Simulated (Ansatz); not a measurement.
Problem. Name a neutral molecule of C, Si and H with HOMO–LUMO gap (B3LYP/def2-TZVPP) between 6.35 and 6.65 eV and size of the dipole moment (B3LYP/def2-TZVPP) between 0.05 and 0.35 D (Ansatz, PBE0-D4/def2-TZVP geometry).

Solution. `CC1C[SiH2]1` (6.58 eV, 0.21 D). Other molecules can fit too; these were computed, each in one conformer that needn't be the lowest.

B3LYP here is the variant with VWN-RPA as its local correlation; programs differ in this.
